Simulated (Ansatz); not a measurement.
Basis-set extrapolation for `O[SiH]1CCO1` (PBE0-D4/def2-TZVP geometry, frozen core, the Gaussian-basis code of Ansatz). Multiplicity 1, RHF reference.

|  | def2-TZVPP | def2-QZVPP |
| --- | --- | --- |
| HF | -518.072480 | -518.092866 |
| MP2 correlation | -0.930761 | -1.000280 |
| CCSD(T) correlation | -0.998893 | not run |

Energies in hartree. Use E(X) = E(∞) + A·exp(−7.88·√X) for Hartree–Fock and E(X) = E(∞) + B·X^(−2.97) for correlation, with X = 3 and 4, and add CCSD(T) minus MP2 of the smaller set to the MP2 limit.

Problem. What is the CCSD(T) energy at the basis-set limit?

Solution. HF limit: -518.092866 + (-0.020386) × 0.13774 = -518.09567. MP2 limit: -1.000280 + (-0.069519) × 0.74074 = -1.05178. Higher-order term: -0.998893 − (-0.930761) = -0.06813. Total: -519.21558 hartree, 90.5 kcal/mol below CCSD(T)/def2-TZVPP.
